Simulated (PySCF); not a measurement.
Species: [ReN(CN)4]-, C4N5Re (charge -1 and doublet state).
Bonds: Re1–N2, Re1–C3, Re1–C5, Re1–C7, Re1–C9, C3–N4, C5–N6, C7–N8, C9–N10.

Computed with PBE0-D3(BJ)/def2-SVP geometry optimisation, gas phase, def2 core potentials past Kr in PySCF.

Task: What internal coordinates does the optimisation give?

Result: 
```csv
bond,length (Å)
Re1–N2,1.637
Re1–C3 and 3 like bonds,2.098
C3–N4 and 3 like bonds,1.165
```

Bonds in one row agree within 0.01 Å and their mean is given. A selection of angles:
```csv
angle,degrees
N2–Re1–C3,104.4
C3–Re1–C5,86.4
C3–Re1–C7,151.1
Re1–C3–N4,178.3
```

All 4 C–N bonds measure 1.165 Å. All 4 C–Re bonds measure 2.098 Å. Re1 (rhenium bonded to 4 C and N) is square pyramidal (τ5 = (β − α)/60° = 0.00 from the two widest angles, 151.1° and 151.1° (0 for a square pyramid, 1 for a trigonal bipyramid)).

Point group: C4v (tolerance 0.08 Å). Stationary, but not proved a minimum. ⟨S²⟩ = 0.769 (exact for a doublet: 0.75). The geometry's basis has no diffuse functions, a weakness for an anion.

On x86-64 server, one thread, no GPU (shared host), this took 2.3 min. These figures are those of the optimisation.

Caution for open-shell metal species: one SCF solution and one stationary point were followed, and a lower state or a bent or distorted shape isn't ruled out.
